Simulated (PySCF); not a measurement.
# Bond lengths and vibrations by method: BGeH2NO

Calculated results; nothing here was measured. They come from PySCF 2.14.0, an open-source quantum chemistry program, on an isolated molecule that a program drew, which may never have been made. The molecule is BGeH2NO (charge 0, singlet), drawn as the SMILES string `B=[N][Ge][OH]`.

The geometry was optimised and harmonic frequencies were computed with HF and MP2, all in the cc-pVDZ basis, for the commonest isotopes, with a restricted reference for singlets and an unrestricted one otherwise, and a frozen core in MP2. Germanium has the cc-pVDZ-PP basis, with a core potential (ECP10MDF) in place of its 10 inner electrons, and its 3s, 3p and 3d shells are frozen in MP2. Each result is a local minimum of its method.

Geometry at the HF minimum:
```xyz
6
BGeH2NO, angstrom
B     0.3657    0.4439    0.0279
N     1.3163    1.2322   -0.1478
Ge    2.6760    2.4815   -0.0403
O     3.2149    2.4245   -1.7356
H    -0.5273   -0.3015    0.1789
H     2.7447    1.8248   -2.3006
```

Lengths of the bonds as drawn, in Å (atoms numbered as above):
| bond | HF | MP2 |
|---|---|---|
| B1-N2 | 1.247 | 1.277 |
| N2-Ge3 | 1.850 | 1.889 |
| Ge3-O4 | 1.780 | 1.808 |
| B1-H5 | 1.173 | 1.182 |
| O4-H6 | 0.949 | 0.973 |

Rotational constants, in GHz:
```
constant     HF    MP2
       A  12.62  12.17
       B  3.383  3.263
       C  2.668  2.573
```

Harmonic frequencies in cm^-1, each column in rising order, so a row needn't be the same motion in every method:
```
rank,HF,MP2
1,121,100
2,133,112
3,315,?
4,528,490
5,534,541
6,726,700
7,818,702
8,832,724
9,891,857
10,1931,1775
11,2979,2894
12,4128,3799
```

**Estimate the missing MP2 frequency from the HF column.**

A single factor s that minimises the squared misfit of MP2 against s times HF over the other rows is sum(HF x MP2) / sum(HF^2) = 0.9341, with an rms misfit of 49 cm^-1. For rank 3 it gives 0.9341 x 315 = 294 cm^-1. The calculation gives 280 cm^-1, 14 cm^-1 below the estimate. The drawn bonds are on average 1.9 % longer in MP2 than in HF.
